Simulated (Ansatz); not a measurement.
Cu(PH3)H (CuPH4). Charge 0, multiplicity 3. Geometry PBE0-D4/def2-TZVP, that of the neutral singlet; atoms count from 1.

```xyz
6

Cu    0.235    1.520   -0.337
P    -0.097   -0.621    0.139
H     1.008   -1.452    0.424
H    -0.720   -1.459   -0.811
H    -0.890   -0.977    1.251
H     0.464    2.990   -0.667
```

At PBE0-D4/def2-TZVP a singlet of charge 0 lies 4.13 eV below the triplet at the same geometry.

(1) Estimate the Mulliken populations from the PBE0/def2-TZVP orbitals of Ansatz.

(2) Where does the spin sit?

(3) And the Mayer bond orders between bonded heavy atoms (over 0.3)?

## Answers

(1) 
```tsv
atom	charge (e)	spin (α − β)	d electrons
Cu1	-0.06	1.21	9.47
P2	-0.30	0.43	–
H3	0.05	0.11	–
H4	0.11	-0.01	–
H5	0.05	0.11	–
H6	0.15	0.15	–
```
Mulliken values and Mayer orders depend strongly on the basis.

(2) Summed by element: Cu 1.21, P 0.43, H 0.36, of 2 unpaired in all. Largest on single atoms: Cu1 1.21, P2 0.43, H6 0.15.

(3) Cu1–P2 1.05 (2.22 Å).
